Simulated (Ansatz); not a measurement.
`[AsH2]`• + H⁺ → `[AsH3+]`•  (protonation)

Isolated molecules relaxed with PBE0-D4/def2-TZVP in Ansatz; ΔE leaves out vibrations. CCSD(T)/CBS is the MP2 limit (def2-TZVPP, def2-QZVPP) plus CCSD(T) − MP2 in def2-TZVPP, frozen cores. This one scheme is used for every species, atoms too. Functionals use def2-TZVPP. HSE06 is defined as in plane-wave codes. No spin–orbit coupling; open shells (•) take unrestricted orbitals. For As outer-core shells are correlated without core-valence functions, so the limit isn't a true one: a few kJ/mol of doubt a bond, and 10 to 20 or more in all where bonds break to atoms. Scalar relativity is left out up to krypton.

```
             level  ΔE (kJ/mol)  difference from CCSD(T)/CBS
          BHLYP-D4       -709.5                        -10.4
           ωB97X-V       -714.8                        -15.7
           ωB97M-V       -696.2                          2.9
            r2SCAN       -705.7                         -6.6
           r2SCANh       -706.1                         -7.0
           r2SCAN0       -706.7                         -7.6
             HSE06       -708.2                         -9.1
RPA@PBE/def2-TZVPP       -730.6                        -31.5
       HF/def2-SVP       -722.1                        -23.0
     CCSD/def2-SVP       -720.9                        -21.8
  CCSD(T)/def2-SVP       -720.3                        -21.2
     HF/def2-TZVPP       -725.4                        -26.3
SCS-MP2/def2-TZVPP       -720.0                        -20.9
   CCSD/def2-TZVPP       -716.5                        -17.4
CCSD(T)/def2-TZVPP       -713.8                        -14.7
    CCSD/CBS(def2)       -701.8                         -2.7
       CCSD(T)/CBS       -699.1                            0
```

Largest T1 diagnostic among the species: 0.011.

From BLYP to BHLYP (50 % exact exchange), in def2-TZVPP and without D4, ΔE moves by −10.2 kJ/mol. Leaving LDA and LC-ωPBE aside and taking each functional with its dispersion term where it has one, the values spread over 18.6 kJ/mol, from ωB97X-V to ωB97M-V. LDA lies +27.6 kJ/mol from PBE without D4.
